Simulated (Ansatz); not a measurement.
The cluster Bi2Cl6, relaxed as a singlet with RKS PBE-D4/def2-SVP in Ansatz, starting from the GFN2-xTB geometry. Force threshold 0.02 eV/Å.

In the def2 sets Bi takes a core potential; there is no spin–orbit coupling. Another isomer (singlet) lies 0.07 eV lower at PBE0-D4/def2-TZVP; other spin states weren't run for this one.

Start:

```csv
atom,x (Å),y (Å),z (Å)
Bi1,1.041,-0.556,-1.849
Bi2,-1.081,0.533,1.881
Cl3,-2.846,-0.839,0.855
Cl4,0.606,-1.545,0.415
Cl5,2.601,-2.403,-2.374
Cl6,2.855,0.849,-0.969
Cl7,-2.649,2.384,2.373
Cl8,-0.528,1.576,-0.332
```

```csv
step,energy (eV),largest force component (eV/Å),SCF passes
1,-86771.8332,0.544,18
2,-86772.0442,0.343,25
3,-86772.0866,0.114,19
4,-86772.1042,0.029,18
5,-86772.1087,0.017,18
6,-86772.1095,0.015,20
7,-86772.1097,0.006,20
8,-86772.1097,0.003,14
```

Force components are those of the run's own axes.

End:

```xyz
8

Bi    1.264   -0.515   -1.660
Bi   -1.288    0.509    1.690
Cl   -3.156   -0.907    0.882
Cl    0.819   -1.550    0.646
Cl    2.490   -2.479   -2.590
Cl    3.202    0.892   -1.027
Cl   -2.601    2.421    2.609
Cl   -0.729    1.627   -0.551
```

By distances, no bond broke or formed. The bond that changes most is Bi1–Cl8, from 3.05 to 3.13 Å (atoms count from 1).

The force fell under the threshold at step 5, but the optimiser went on. No frequencies were taken in this run, so the end may be a saddle point.

Hardware: 4 threads of Arm Neoverse V1 on a shared host. Wall time 25 s.
